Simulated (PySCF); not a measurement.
Input of a run (PBE0-D3(BJ)/def2-SVP geometry optimisation, gas phase, def2 core potentials past Kr (PySCF 2.14.0)), started from GFN2-xTB:
```
{"job": {"xc": "PBE0", "basis": "def2-SVP", "d3": "d3bj", "grid": 1, "maxiter": 30, "shake": 0.03, "kind": "geom"}, "charge": 1, "multiplicity": 1}
Ag     0.065840    -0.073440     0.012510
N     -0.020750    -0.029030     2.258630
H     -0.479480     0.820080     2.634770
H      1.033500    -0.077340     2.648270
H     -0.540200    -0.820280     2.613260
N     -0.007490     0.030420    -2.272190
H     -0.909180     0.012610    -2.653150
H      0.520690    -0.781740    -2.674200
H      0.469810     0.849280    -2.593570
```

Output (energies in Eh, forces in Eh/bohr):
```
step   0  E = -259.68640332  max force = 0.064220
step   1  E = -259.70029653  max force = 0.009530
step   2  E = -259.70097317  max force = 0.002417
step   3  E = -259.70110824  max force = 0.001208
step   4  E = -259.70115185  max force = 0.000800
step   5  E = -259.70115973  max force = 0.000458
step   6  E = -259.70116459  max force = 0.000248
optimisation converged
```

Question: Summarise the run.

Answer: The energy falls by 38.8 kJ/mol over 7 energy and gradient evaluations, the largest force component goes from 0.0642 to 2.5e-04 Eh/bohr, and the atoms move by 0.114 Å rms after alignment. The bond that changes most is Ag1–N6 (ends: silver bonded to 2 N; nitrogen bonded to Ag and 3 H), which shortens by 0.146 Å. Bonds longer at the end by more than 0.005 Å: 3 of 8; shorter: 5. Among the angles that change most is N2–Ag1–N6, from 174.5° to 179.7°. The energy never rose by more than 1e-6 Eh on the way. The first step brought 94 % of the lowering.

Question: What are the final bond lengths?

Answer: Ag1–N2 2.143 Å, Ag1–N6 2.143 Å, N2–H3 1.022 Å, N2–H4 1.022 Å, N2–H5 1.022 Å, N6–H7 1.022 Å, N6–H8 1.022 Å, N6–H9 1.022 Å. Numbering counts from 1 in the input's order; the species is `[NH3]->[Ag+]<-[NH3]` ([Ag(NH3)2]+).

The run used 89 basis functions and 43 SCF cycles in all.

PBE0-D3(BJ)/def2-SVP frequencies: not computed here.
